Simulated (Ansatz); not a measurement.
`[CH3][Bi]([F])[F]` + HCl → `[CH3][Bi]([F])[Cl]` + H–F at 400 K and 1 bar (ligand exchange at a Bi–F bond).

Gas-phase electronic energies from Ansatz, PBE0-D4/def2-TZVP geometries. CBS: MP2 limit from def2 TZ/QZ plus the TZ coupled-cluster correction, frozen cores. This one scheme is used for every species. Elements past krypton have def2 core potentials. For Bi outer-core shells are correlated without core-valence functions, which leaves a few kJ/mol of doubt a bond.

```csv
species,CCSD(T)/CBS energy (Eh),H − E (kJ/mol),S (J/(mol·K))
`[CH3][Bi]([F])[F]`,-453.67018,130.9,375.8
HCl,-460.38127,29.6,195.4
`[CH3][Bi]([F])[Cl]`,-813.67105,130.3,385.3
H–F,-100.39570,36.5,182.2
```

H − E and S are ideal-gas, rigid-rotor, harmonic terms from PBE0-D4/def2-TZVP, for one conformer and one mirror image of each species. 1 Eh = 2625.50 kJ/mol, R = 8.31446 J/(mol·K).

**Question.** By hand: ΔE, ΔH, ΔS and ΔG.

**Answer.** ΔE = (-813.67105) + (-100.39570) − (-453.67018) − (-460.38127) = -0.01530 Eh = -40.2 kJ/mol. Δ(H − E) = 130.3 + 36.5 − 130.9 − 29.6 = 6.3, so ΔH = -33.9 kJ/mol. ΔS = 385.3 + 182.2 − 375.8 − 195.4 = -3.7 J/(mol·K). ΔG = -33.9 − 400 × (-3.7)/1000 = -32.4 kJ/mol.

**Question.** By hand: the equilibrium constant, and the temperature at which ΔG would vanish if ΔH and ΔS stayed fixed.

**Answer.** log₁₀ K = −ΔG/(RT ln 10) = 4.2. ΔG = 0 at ΔH/ΔS = 9162 K, far beyond where these terms or the molecules hold.

The number of gas molecules stays the same, so ΔS is small and ΔH decides. A doubt of 5 kJ/mol in ΔE shifts log₁₀ K by 0.7 here. Other conformers and mirror images would add mixing entropy, several J/(mol·K) or more a flexible species. These are equilibria of isolated gas molecules and say nothing of rates. Largest T1 diagnostic: 0.015 (customary marks: 0.02 for closed shells, 0.045 for open ones).
